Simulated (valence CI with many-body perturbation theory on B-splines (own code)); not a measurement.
The numbers below are computed, except where a source is named.
## Energy levels of Ce LIII

Level of theory: relativistic CI+MBPT: four valence electrons over a frozen Dirac-Fock core [He], radial functions for each j: 11 s, 11 p, 10 d, 8 f, 5 g, 2 h, with the one-electron correlation potential Σ1, the two-electron term Σ2, the three-electron term Σ3, Breit, model QED; selected CI, second order for the rest, scaled by the run's own slope (own B-spline code, finite nucleus).

No measured spectrum was set against this ion. As an estimate, large intervals hold to a few tenths of a per cent, small ones and those within an open d or f shell to about a per cent. Among the levels kept, up to 880 cm⁻¹ of a level comes from second order outside the variational space, and about a tenth of that is noise between levels of different J, which matters for small intervals.

Levels 1 to 45 of 208, with energies above the lowest level, (2s^2 2p1/2^2) J=0. "Leading %" is the weight of the configuration and term that name the level; weights of strongly mixed levels are sums over their largest components and can fall short, so below about 35 % the name and the second component can differ from the true leading terms, or belong to a minority configuration. In the jj column 3d3/2^4 stands for four electrons in 3d with j = 3/2.

```tsv
No.	Configuration	Term	J	E (× 10³ cm⁻¹)	Leading %	Leading jj	g	Second component
1	2s2 2p2	3P	0	0.00	70	2s^2 2p1/2^2 (100 %)		30 % 2s2 2p2 1S
2	2s2 2p2	3P	1	3719.3	100	2s^2 2p1/2 2p3/2 (100 %)	1.481	
3	2s2 2p2	1D	2	3852.3	64	2s^2 2p1/2 2p3/2 (100 %)	1.159	36 % 2s2 2p2 3P
4	2s 2p3	3P°	2	5386.3	46	2s 2p1/2^2 2p3/2 (99 %)	1.548	32 % 2s 2p3 5S°
5	2s 2p3	3D°	1	5916.8	34	2s 2p1/2^2 2p3/2 (99 %)	1.094	27 % 2s 2p3 1P°
6	2s2 2p2	3P	2	7686.1	63	2s^2 2p3/2^2 (99 %)	1.297	36 % 2s2 2p2 1D
7	2s2 2p2	1S	0	8046.5	69	2s^2 2p3/2^2 (99 %)		30 % 2s2 2p2 3P
8	2s 2p3	5S°	2	8951.1	48	2s 2p1/2 2p3/2^2 (99 %)	1.548	47 % 2s 2p3 3D°
9	2s 2p3	3D°	3	9253.1	100	2s 2p1/2 2p3/2^2 (100 %)	1.310	
10	2s 2p3	3P°	0	9588.1	100	2s 2p1/2 2p3/2^2 (100 %)		
11	2s 2p3	3S°	1	9721.1	47	2s 2p1/2 2p3/2^2 (99 %)	1.297	42 % 2s 2p3 3D°
12	2s 2p3	1D°	2	9803.6	73	2s 2p1/2 2p3/2^2 (99 %)	1.065	21 % 2s 2p3 3D°
13	2s 2p3	3P°	1	9830.2	57	2s 2p1/2 2p3/2^2 (99 %)	1.335	32 % 2s 2p3 1P°
14	2p4	3P	2	11585	69	2p1/2^2 2p3/2^2 (99 %)	1.327	30 % 2p4 1D
15	2p4	1S	0	11973	62	2p1/2^2 2p3/2^2 (99 %)		38 % 2p4 3P
16	2s 2p3	3P°	2	13300	52	2s 2p3/2^3 (99 %)	1.418	17 % 2s 2p3 1D°
17	2s 2p3	1P°	1	13806	40	2s 2p3/2^3 (99 %)	1.189	25 % 2s 2p3 3S°
18	2p4	3P	1	15389	100	2p1/2 2p3/2^3 (100 %)	1.481	
19	2p4	1D	2	15526	69	2p1/2 2p3/2^3 (100 %)	1.129	30 % 2p4 3P
20	2p4	3P	0	19526	62	2p3/2^4 (100 %)		37 % 2p4 1S
21	2s2 2p 3s	3P°	0	47802	99	2s^2 2p1/2 3s (99 %)		
22	2s2 2p 3s	3P°	1	47826	67	2s^2 2p1/2 3s (99 %)	1.318	32 % 2s2 2p 3s 1P°
23	2s2 2p 3p	3D	1	48304	73	2s^2 2p1/2 3p1/2 (99 %)	0.649	23 % 2s2 2p 3p 1P
24	2s2 2p 3p	3P	0	48570	68	2s^2 2p1/2 3p1/2 (99 %)		31 % 2s2 2p 3p 1S
25	2s 2p2 3s	5P	1	49257	38	2s 2p1/2^2 3s (82 %)	1.952	24 % 2s 2p2 3s 3S
26	2s 2p2 3s	3P	0	49525	70	2s 2p1/2^2 3s (98 %)		29 % 2s 2p2 3s 1S
27	2s2 2p 3p	3D	2	49545	54	2s^2 2p1/2 3p3/2 (99 %)	1.156	30 % 2s2 2p 3p 1D
28	2s2 2p 3p	3P	1	49593	39	2s^2 2p1/2 3p3/2 (82 %)	1.607	25 % 2s2 2p 3p 3S
29	2s 2p2 3p	3P°	1	49836	30	2s 2p1/2^2 3p1/2 (92 %)	1.360	22 % 2s 2p2 3p 5D°
30	2s 2p2 3p	3P°	0	49850	48	2s 2p1/2^2 3p1/2 (98 %)		47 % 2s 2p2 3p 5D°
31	2s2 2p 3d	3F°	2	49947	74	2s^2 2p1/2 3d3/2 (100 %)	0.751	20 % 2s2 2p 3d 1D°
32	2s2 2p 3d	3D°	1	50135	48	2s^2 2p1/2 3d3/2 (93 %)	0.868	29 % 2s2 2p 3d 1P°
33	2s2 2p 3d	3P°	2	50346	47	2s^2 2p1/2 3d5/2 (98 %)	1.282	35 % 2s2 2p 3d 3D°
34	2s2 2p 3d	3F°	3	50372	47	2s^2 2p1/2 3d5/2 (100 %)	1.102	30 % 2s2 2p 3d 1F°
35	2s 2p2 3p	3P°	2	51056	33	2s 2p1/2^2 3p3/2 (97 %)	1.527	22 % 2s 2p2 3p 5P°
36	2s 2p2 3p	3D°	1	51093	34	2s 2p1/2^2 3p3/2 (98 %)	1.114	20 % 2s 2p2 3p 1P°
37	2s 2p2 3d	3D	1	51453	43	2s 2p1/2^2 3d3/2 (98 %)	0.447	40 % 2s 2p2 3d 5F
38	2s 2p2 3d	3D	2	51492	30	2s 2p1/2^2 3d3/2 (95 %)	1.149	21 % 2s 2p2 3d 5F
39	2s2 2p 3s	3P°	2	51748	98	2s^2 2p3/2 3s (98 %)	1.481	
40	2s2 2p 3s	1P°	1	51801	66	2s^2 2p3/2 3s (98 %)	1.138	32 % 2s2 2p 3s 3P°
41	2s 2p2 3d	3D	3	51835	34	2s 2p1/2^2 3d5/2 (98 %)	1.351	19 % 2s 2p2 3d 5D
42	2s 2p2 3d	3F	2	51958	31	2s 2p1/2^2 3d5/2 (95 %)	1.010	23 % 2s 2p2 3d 1D
43	2s2 2p 3p	3P	1	52348	51	2s^2 2p3/2 3p1/2 (96 %)	1.455	26 % 2s2 2p 3p 3S
44	2s2 2p 3p	3D	2	52369	45	2s^2 2p3/2 3p1/2 (96 %)	1.166	32 % 2s2 2p 3p 1D
45	2s 2p2 3s	5P	2	52801	85	2s 2p1/2 2p3/2 3s (98 %)	1.741	8 % 2s 2p2 3s 3P
```

The ionisation energy to 2s2 2p 2P°_1/2 of the next ion comes out as 10544 eV (NIST: 10542 ± 4 eV (theoretical)). All 208 levels together are meant to be complete up to 61342 × 10³ cm⁻¹.
